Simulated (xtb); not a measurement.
GeH3, SMILES [GeH3-], charge -1. All values are semi-empirical tight-binding results from xtb (GFN2-xTB unless named), good for trends rather than for accurate numbers. Geometry: GFN2-xTB.

For metal compounds this method's bond lengths and energies can be far off.

Computed properties:
```json
{
 "point_group_as_xtb_finds_it": "C3v",
 "orbital_gap": "5.37 eV",
 "zero_point_energy": "6.8 kcal/mol",
 "G − E(el) at 298.15 K (modified RRHO)": "-6.9 kcal/mol"
}
```
